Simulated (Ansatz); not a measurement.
The cluster Hg₃TeBr₄, relaxed as a singlet with RKS PBE-D4/def2-SVP in Ansatz, starting from the GFN1-xTB geometry. Force threshold 0.03 eV/Å.

In the def2 sets Hg, Te take a core potential; there is no spin–orbit coupling. Another isomer (singlet) lies 0.15 eV lower at PBE0-D4/def2-TZVP; other spin states weren't run for this one.

Start:

```xyz
8

Hg   -0.116   -1.344    2.199
Hg    1.236    1.768   -0.205
Hg   -0.974   -0.748   -1.905
Te    1.213   -1.056   -0.151
Br   -0.638   -2.015    4.513
Br   -0.868    1.919   -1.840
Br    2.588    3.604    0.693
Br   -2.441   -2.127   -3.305
```

| step | energy (eV) | largest force component (eV/Å) | SCF passes |
| --- | --- | --- | --- |
| 1 | -299941.2471 | 0.534 | 22 |
| 2 | -299941.3590 | 0.409 | 26 |
| 3 | -299941.4100 | 0.134 | 21 |
| 4 | -299941.4337 | 0.119 | 20 |
| 5 | -299941.4521 | 0.030 | 21 |
| 6 | -299941.4565 | 0.046 | 20 |
| 7 | -299941.4574 | 0.021 | 22 |
| 8 | -299941.4579 | 0.011 | 22 |
| 9 | -299941.4587 | 0.022 | 21 |
| 10 | -299941.4602 | 0.037 | 20 |
| 11 | -299941.4624 | 0.080 | 20 |
| 12 | -299941.4669 | 0.116 | 20 |
| 13 | -299941.4769 | 0.102 | 21 |
| 14 | -299941.4877 | 0.082 | 21 |
| 15 | -299941.5045 | 0.079 | 22 |
| 16 | -299941.5203 | 0.046 | 21 |
| 17 | -299941.5309 | 0.144 | 27 |
| 18 | -299941.5311 | 0.222 | 21 |
| 19 | -299941.5335 | 0.267 | 21 |
| 20 | -299941.5384 | 0.130 | 22 |
| 21 | -299941.5479 | 0.031 | 21 |
| 22 (rejected) | -299941.5309 | 0.322 | 27 |
| 23 | -299941.5494 | 0.012 | 22 |

Force components are those of the run's own axes.

End:

Cartesian coordinates in Å:
```
Hg -0.109 -1.114 1.838
Hg 1.606 1.442 -0.170
Hg -0.554 -1.077 -1.796
Te 1.711 -1.331 -0.230
Br -1.361 -1.427 3.942
Br -1.320 1.071 0.156
Br 2.298 3.814 -0.194
Br -2.271 -1.377 -3.544
```

Bonds formed: Hg1–Br6 (atoms count from 1).

The force fell under the threshold at step 5, but the optimiser went on and released 0.097 eV more. No frequencies were taken in this run, so the end may be a saddle point.

Run time 94 s (6 threads of Intel Xeon on a shared host), peak host memory 0.59 GiB.
